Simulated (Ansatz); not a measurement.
Consider the ligand exchange at the In–N bond: `C[N](C)[In]([Cl])[Cl]` + CH₃OH → `C[O][In]([Cl])[Cl]` + `CNC`.

Isolated molecules relaxed with PBE0-D4/def2-TZVP in Ansatz; ΔE leaves out vibrations. CCSD(T)/CBS adds triple-zeta CCSD(T) − MP2 to the extrapolated MP2 energy (def2 sets, frozen cores). This one scheme is used for every species. Functionals use def2-TZVPP. def2 core potentials past Kr. For In outer-core shells are correlated without core-valence functions, which leaves a few kJ/mol of doubt a bond. Each species was taken in one conformer, which may not be the lowest.

| level | ΔE (kcal/mol) |
| --- | --- |
| CAM-B3LYP-D4 | -2.0 |
| B2PLYP | -2.4 |
| PBE | -3.0 |
| HF/def2-SVP | -3.1 |
| MP2/def2-SVP | -1.4 |
| CCSD(T)/def2-SVP | -1.5 |
| SCS-MP2/def2-TZVPP | -0.7 |
| MP2/CBS(def2) | 0.5 |

Problem. What does CCSD(T)/CBS give? (An estimate is asked.)

Solution. Computed: -0.6 kcal/mol. The listed levels differ from it by -1.4, -1.8, -2.4, -2.5, -0.8, -0.9, -0.1, 1.1 kcal/mol.

Largest T1 diagnostic among the species: 0.015.

Leaving LDA and LC-ωPBE aside and taking each functional with its dispersion term where it has one, the values, not all of them listed here, spread over 2.7 kcal/mol, from B97M-V to PBE-QIDH. LDA lies +2.8 kcal/mol from PBE without D4. From PBE to PBE0 (25 % exact exchange), in def2-TZVPP and without D4, ΔE moves by +0.8 kcal/mol.
